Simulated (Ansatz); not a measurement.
C2H6OSSi (`CSC1O[SiH2]1`), relaxed with RKS PBE0-D4/def2-TZVP in Ansatz 0.2.0 from a PBE-D4/def2-SVP geometry. The force threshold is 0.005 eV/Å; the program also tests the step.

The species carries charge 0 and has multiplicity 1.

Start:

```xyz
11

C    -1.432    0.774    1.381
S    -1.346   -0.116   -0.212
C     0.363    0.205   -0.638
O     1.385   -0.438    0.210
Si    1.390   -1.146   -1.350
H    -2.435    0.586    1.810
H    -0.663    0.384    2.075
H    -1.297    1.865    1.237
H     0.594    1.274   -0.828
H     2.597   -0.860   -2.186
H     0.844   -2.528   -1.497
```

By how much does the energy fall, and how many steps does the optimiser take? (Estimate.)

Ansatz gave: 0.09 eV, in 9 steps, 1 of them rejected.

Which bonds change most? (An estimate is asked.)

The calculation gave: O4–Si5 from 1.713 to 1.659 Å; S2–C3 from 1.791 to 1.758 Å; C3–Si5 from 1.841 to 1.810 Å; C1–S2 from 1.826 to 1.802 Å.

Give the relaxed structure. (Best estimate.)

Ansatz gave: 
```xyz
11

C    -1.425    0.786    1.370
S    -1.317   -0.160   -0.160
C     0.349    0.167   -0.615
O     1.400   -0.496    0.191
Si    1.385   -1.126   -1.344
H    -2.433    0.647    1.762
H    -0.704    0.415    2.098
H    -1.260    1.848    1.183
H     0.580    1.222   -0.757
H     2.537   -0.798   -2.210
H     0.887   -2.505   -1.519
```
